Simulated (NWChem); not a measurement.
System: AgH₃O; SMILES [OH2]->[AgH]

```xyz
5

Ag    -0.0084    -0.3741     0.0000
H      0.0766    -1.9723     0.0000
O     -0.0679     1.8884     0.0000
H      0.4302     2.2227    -0.7714
H      0.4302     2.2227     0.7714
```
Atoms are numbered in this order, from 1.

Structure relaxed at the PBE-D3(BJ)/def2-SVP level. def2 effective core potentials on Ag; no spin-orbit coupling.

Symmetry labels are those of Cs in the frame above (b1 and b2, or b-type labels, depend on it).

Q: List the 6 lowest vertical singlet excitations from BHandHLYP/def2-SVP with def2 effective core potentials on Ag, TDA (NWChem).

A: 
```csv
state,energy (eV),oscillator strength,symmetry,leading excitation (squared amplitude)
S1,4.77,0.172,a',HOMO → LUMO (0.96)
S2,5.66,0.363,a",HOMO → LUMO+1 (0.97)
S3,5.82,0.372,a',HOMO → LUMO+2 (0.96)
S4,6.94,0.002,a',HOMO−1 → LUMO (0.90)
S5,6.95,0.000,a",HOMO−2 → LUMO (0.90)
S6,6.97,0.014,a',HOMO−3 → LUMO (0.88)
```
